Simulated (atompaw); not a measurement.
**Which change was made? (Sc, PAW (atompaw))**

scandium (Sc), PAW, made with atompaw 4.2.0.5 (PBEsol, scalar-relativistic). Core [Ar], reference 3d1 4s1.5 4p0.5. Waves: 4s (bound): rc 2.95 bohr; 4s channel at 1.15 Ry: rc 2.60 bohr; 4p (bound): rc 2.95 bohr; 4p channel at 1.6 Ry: rc 2.95 bohr; 3d (bound): rc 2.95 bohr; 3d channel at 0.05 Ry: rc 2.95 bohr. Local part: vpsmatchnc scheme with l = 3 at 0 Ry, radius 2.90 bohr. Core correction: smooth core density matched at 2.45 bohr. Augmentation charge: gaussian compensation charge, radius 2.80 bohr; PAW radius 2.95 bohr; waves and projectors: custom rrkj vanderbiltortho.

Cutoffs, loose and tight: the cutoffs (Ry, on a coarse ladder) from which the occupation-weighted sum of valence levels, in a spherical-Bessel basis at the reference potential, stays within 10 and 1 mRy of its value at 400 Ry. They see the waves, projectors and local potential, not the compensation charge or the core.

The base gives: outcome: generated; cutoff, loose: 8 Ry; cutoff, tight: 15 Ry; bound ghosts: s.

**Question.** After one change the result is: outcome: generated; cutoff, loose: 8 Ry; cutoff, tight: 12 Ry; bound ghosts: s, p. Which change was it?
A. wave 4p (bound): rc 2.95 bohr becomes 4p (bound): rc 2.54 bohr
B. augmentation gaussian compensation charge, radius 2.80 bohr; PAW radius 2.95 bohr; waves and projectors: custom polynom2 7 10 vanderbiltortho
C. all radii scaled by about 0.93 (s 2.74, p 2.74, d 2.74 bohr); local potential vpsmatchnc scheme with l = 3 at 0 Ry, radius 2.70 bohr; augmentation gaussian compensation charge, radius 2.60 bohr; PAW radius 2.74 bohr; waves and projectors: custom rrkj vanderbiltortho; core correction smooth core density matched at 2.28 bohr
D. local potential vpsmatchnc scheme with l = 3 at 0 Ry, radius 1.64 bohr

**Answer.** D. The others give: augmentation gaussian compensation charge, radius 2.80 bohr; PAW radius 2.95 bohr; waves and projectors: custom polynom2 7 10 vanderbiltortho → outcome: generated; cutoff, loose: 10 Ry; cutoff, tight: 21 Ry; bound ghosts: none | all radii scaled by about 0.93 (s 2.74, p 2.74, d 2.74 bohr); local potential vpsmatchnc scheme with l = 3 at 0 Ry, radius 2.70 bohr; augmentation gaussian compensation charge, radius 2.60 bohr; PAW radius 2.74 bohr; waves and projectors: custom rrkj vanderbiltortho; core correction smooth core density matched at 2.28 bohr → outcome: generated; cutoff, loose: 10 Ry; cutoff, tight: 12 Ry; bound ghosts: s, p | wave 4p (bound): rc 2.95 bohr becomes 4p (bound): rc 2.54 bohr → outcome: generated; cutoff, loose: 8 Ry; cutoff, tight: 15 Ry; bound ghosts: p, s.
